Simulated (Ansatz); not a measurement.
```yaml
crystal:
  periodic: [false, false, false]
  atoms:
    - {symbol: Ge, position_ang: [-0.533654, -0.140653, 2.757470]}
    - {symbol: Ge, position_ang: [2.250943, -0.310258, 0.009479]}
    - {symbol: Ge, position_ang: [-0.732840, 2.550588, -0.127937]}
    - {symbol: Ge, position_ang: [-2.060491, 1.185977, 1.421891]}
    - {symbol: Ge, position_ang: [0.995885, 1.306723, -1.292943]}
    - {symbol: Ge, position_ang: [0.494612, -1.595901, 1.100758]}
    - {symbol: N, position_ang: [2.976758, -1.358472, -1.361423]}
    - {symbol: N, position_ang: [-3.170227, -0.065654, 0.647417]}
    - {symbol: N, position_ang: [0.126851, 0.037510, -2.370996]}
    - {symbol: N, position_ang: [-0.824463, -1.944412, -0.176907]}
    - {symbol: H, position_ang: [-1.268667, -0.929668, 3.856628]}
    - {symbol: H, position_ang: [0.530656, 0.746588, 3.434319]}
    - {symbol: H, position_ang: [3.765446, -0.897161, -1.817781]}
    - {symbol: H, position_ang: [3.318363, -2.260454, -1.028294]}
    - {symbol: H, position_ang: [3.302740, 0.280220, 0.985124]}
    - {symbol: H, position_ang: [-1.642748, 3.183299, -1.207982]}
    - {symbol: H, position_ang: [-0.047940, 3.727455, 0.603614]}
    - {symbol: H, position_ang: [-3.746818, 0.304549, -0.108869]}
    - {symbol: H, position_ang: [-2.608579, -0.849673, 0.284203]}
    - {symbol: H, position_ang: [-2.932649, 2.161652, 2.243178]}
    - {symbol: H, position_ang: [-0.410611, 0.443721, -3.137534]}
    - {symbol: H, position_ang: [0.821857, -0.598493, -2.772152]}
    - {symbol: H, position_ang: [1.901762, 2.256270, -2.130588]}
    - {symbol: H, position_ang: [-0.663839, -1.361275, -1.015322]}
    - {symbol: H, position_ang: [-0.807734, -2.921449, -0.471111]}
    - {symbol: H, position_ang: [0.965399, -2.951038, 1.675769]}
basis:
  gaussian: {orbitals: def2-TZVP, initial_orbitals: start.molden}
hamiltonian: {xc: pbe0, dispersion: d4}
scf: {omitted_lower_state_checks: [starts]}
output: {forces: true, orbitals: {seedname: orbitals}}
```

The file start.molden holds the orbitals of an earlier run on this structure, at another level or in another basis.

```sh
$ ansatz run in.yaml --threads 4 --pin off --events-out ev --progress --plain --max-ram 6963MiB
```

Question: Does this run fit into the memory that it is given?

Answer: No. It has 508 basis functions, and Ansatz plans for 8 GiB where 7 GiB are given.
